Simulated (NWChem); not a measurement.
System meant: CH₄FGaO; SMILES [F][GaH][O]C

The following NWChem deck was run.

```
start job
memory heap 200 mb stack 900 mb global 1100 mb
geometry units angstroms noautoz
  Ga    -0.248150     0.423422     0.000588
  H     -1.793697     0.530858     0.004936
  F      0.760749     1.847960    -0.004415
  O      0.705105    -1.065898     0.003012
  C      0.189690    -2.365418    -0.001511
  H      0.514293    -2.904551    -0.909155
  H      0.567428    -2.928486     0.870086
  H     -0.916731    -2.408723     0.031124
end
basis spherical
  Ga library def2-svp
  H library def2-svp
  F library def2-svp
  O library def2-svp
  C library def2-svp
end
dft
  odft
  mult 2
  xc b3lyp
  iterations 150
  mulliken
end
task dft energy
```

End of the output:

```
 Summary of "ao basis" -> "" (spherical)
 ------------------------------------------------------------------------------
       Tag                 Description            Shells   Functions and Types
 ---------------- ------------------------------  ------  ---------------------
 Ga                         def2-svp                12       32   5s4p3d
 H                          def2-svp                 3        5   2s1p
 F                          def2-svp                 6       14   3s2p1d
 O                          def2-svp                 6       14   3s2p1d
 C                          def2-svp                 6       14   3s2p1d

                                 NWChem DFT Module
                                 -----------------

 Summary of "ao basis" -> "ao basis" (spherical)
 ------------------------------------------------------------------------------
       Tag                 Description            Shells   Functions and Types
 ---------------- ------------------------------  ------  ---------------------
 Ga                         def2-svp                12       32   5s4p3d
 H                          def2-svp                 3        5   2s1p
 F                          def2-svp                 6       14   3s2p1d
 O                          def2-svp                 6       14   3s2p1d
 C                          def2-svp                 6       14   3s2p1d

  number of electrons :                   58
  multiplicity        :                    2
 ------------------------------------------------------------------------
  no. of electrons and multiplicity not compatible                  58
 ------------------------------------------------------------------------
 ------------------------------------------------------------------------
  current input line :
    27: task dft energy
 ------------------------------------------------------------------------
 ------------------------------------------------------------------------
 There is an error in the input file
 ------------------------------------------------------------------------
 For more information see the NWChem manual at https://nwchemgit.github.io

0: no. of electrons and multiplicity not compatible:Received an Error in Communication
```

**Question.** Can this run be used? If not, why, and what is the fix?

**Answer.** The input was rejected before any calculation. Cause: the multiplicity doesn't fit the number of electrons (an even count wants an odd multiplicity, and the reverse). This input runs:
```
start job
memory heap 200 mb stack 900 mb global 1100 mb
geometry units angstroms noautoz
  Ga    -0.248150     0.423422     0.000588
  H     -1.793697     0.530858     0.004936
  F      0.760749     1.847960    -0.004415
  O      0.705105    -1.065898     0.003012
  C      0.189690    -2.365418    -0.001511
  H      0.514293    -2.904551    -0.909155
  H      0.567428    -2.928486     0.870086
  H     -0.916731    -2.408723     0.031124
end
basis spherical
  Ga library def2-svp
  H library def2-svp
  F library def2-svp
  O library def2-svp
  C library def2-svp
end
dft
  xc b3lyp
  iterations 150
  mulliken
end
task dft energy
```
It converges to -2140.11688 Ha (B3LYP/def2-SVP).
